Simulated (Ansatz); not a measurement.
Basis sets compared for GeHMe2Cl (C₂H₇ClGe). Charge 0, multiplicity 1. Geometry PBE0-D4/def2-SVP. Ansatz on 2 threads of Arm Neoverse V1 on a shared host; times are rough, and most runs start from earlier orbitals.

```tsv
atom	x (Å)	y (Å)	z (Å)
Ge1	-0.634	-0.127	-0.270
H2	-1.369	-1.295	-0.955
C3	0.872	0.500	-1.324
H4	1.348	1.355	-0.824
H5	0.534	0.817	-2.321
H6	1.613	-0.306	-1.439
C7	-0.145	-0.552	1.561
H8	-1.036	-0.836	2.139
H9	0.320	0.323	2.036
H10	0.570	-1.389	1.576
Cl11	-2.072	1.511	-0.180
```

Binding counts from free atoms (Ge triplet, H doublet, C triplet, Cl doublet) in the same basis, without a counterpoise term.

```
              level  functions  energy (Eh)  HOMO (eV)  LUMO (eV)  binding per atom (eV)  wall time
    PBE-D4/def2-SVP        113   -2616.5995      -6.71      -0.12                   3.63      1.8 s
   PBE-D4/def2-TZVP        189   -2617.1144      -6.94      -0.44                   3.62        3 s
r2SCAN-D4/def2-TZVP        189   -2617.6439      -7.27      -0.12                   3.61      6.5 s
   PBE0-D4/def2-SVP        113   -2616.7168      -8.12       0.81                   3.61      2.5 s
  PBE0-D4/def2-TZVP        189   -2617.2253      -8.28       0.52                   3.60      4.6 s
```

(1) Estimate the rows for PBE-D4/def2-TZVPD, r2SCAN-D4/def2-TZVPD, PBE0-D4/def2-TZVPD.

Results:

(1) 
| level | functions | energy (Eh) | HOMO (eV) | LUMO (eV) | binding per atom (eV) | wall time |
| --- | --- | --- | --- | --- | --- | --- |
| PBE-D4/def2-TZVPD | 237 | -2617.1161 | -6.99 | -0.67 | 3.63 | 4.8 s |
| r2SCAN-D4/def2-TZVPD | 237 | -2617.6453 | -7.29 | -0.27 | 3.61 | 9.5 s |
| PBE0-D4/def2-TZVPD | 237 | -2617.2268 | -8.31 | 0.16 | 3.60 | 7.5 s |
